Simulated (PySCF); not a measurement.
Computed shifts of a molecule C₂H₁₁NSi₂, PBE/pcSseg-1 (PySCF), GIAO, gas phase, equivalent atoms averaged, in ppm (number of nuclei): ²⁹Si: -6.6 (1), -59.6 (1). ¹³C: 4.7 (1), -1.8 (1). ¹⁵N: 13.6 (1). ¹H: 5.44 (1), 5.10 (3), 0.68 (3), 0.47 (3), -0.23 (1). References: ²⁹Si against TMS (σ = 335.4 ppm); ¹³C against TMS (σ = 182.0 ppm); ¹⁵N against NH3 (σ = 267.0 ppm); ¹H against TMS (σ = 31.49 ppm), references at their B3LYP-D3(BJ)/def2-TZVP geometries, non-relativistic. The structure is a stationary point at B3LYP-D3(BJ)/def2-SVP. One conformer was computed; it need not be the lowest.

Identify the compound among the candidates.
(A) C[SiH](C)N[SiH3]
(B) C[Si@@H]([SiH3])CN
(C) C[SiH2]CN[SiH3]
(D) C[Si@@H](N)C[SiH3]

A, C[SiH](C)N[SiH3]
